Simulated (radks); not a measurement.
The numbers below are computed, except where a source is named.
The table gives one normalised radial function P(r) = r R(r) of Ir+ in [Xe] 4f14 5d7 6s1 (r in bohr). Code: a radial shooting solver on a logarithmic mesh with Libxc functionals. Model: scalar-relativistic Kohn-Sham, Wu-Cohen GGA, spin-polarised, spherical densities, finite nucleus; open shells are filled with parallel spins first (spin-orbit coupling, left out, can overturn this in heavy ions); Fermi nuclear charge, rms radius 5.4032 fm.

| r | P |
|---|---|
| 0.002966 | 0.0503 |
| 0.00402 | 0.0584 |
| 0.005404 | 0.0647 |
| 0.007324 | 0.0673 |
| 0.009926 | 0.0627 |
| 0.01345 | 0.0467 |
| 0.01823 | 0.0162 |
| 0.02451 | -0.0266 |
| 0.03322 | -0.0744 |
| 0.04502 | -0.1036 |
| 0.06102 | -0.0833 |
| 0.08204 | -0.0015 |
| 0.1112 | 0.1089 |
| 0.1507 | 0.1450 |
| 0.2042 | 0.0256 |
| 0.2768 | -0.1653 |
| 0.3721 | -0.1936 |
| 0.5043 | 0.0403 |
| 0.6835 | 0.3044 |
| 0.9263 | 0.2653 |
| 1.245 | -0.0971 |
| 1.688 | -0.5154 |
| 2.287 | -0.6926 |
| 3.1 | -0.5778 |
| 4.201 | -0.3287 |
| 5.649 | -0.1240 |
| 7.656 | -0.0264 |

Which n and l does it have? It may be an empty orbital.

Answer. n = 6, l = 0: the number of nodes gives n - l - 1 = 5, the rise at small r (about r^(l+1), flatter next to the nucleus through relativity) gives l, and the extent must fit the shell. The curve is that of 6s down; the table hardly tells the two spins apart. 6s down (empty): eigenvalue -12.235 eV, 5 radial nodes at r = 0.0206, 0.0824, 0.213, 0.485, 1.17 bohr, <r> = 2.74 bohr, 90 % of the charge inside 4.04 bohr.
